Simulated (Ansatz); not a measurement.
`[F][W](=[S])(=[S])[Cl]`, charge 0, multiplicity 1.

Problem. Give a relaxed structure at PBE0-D4/def2-TZVP (Ansatz 0.2.0). (An estimate is asked.)

Solution. Ansatz gave: 
```xyz
5

F     1.2627    1.2780   -0.6958
W     0.0564    0.0554   -0.0285
S     1.0166   -1.8084    0.2154
S    -0.6104    0.6988    1.8680
Cl   -1.7253   -0.2238   -1.3591
```
Point group Cs.
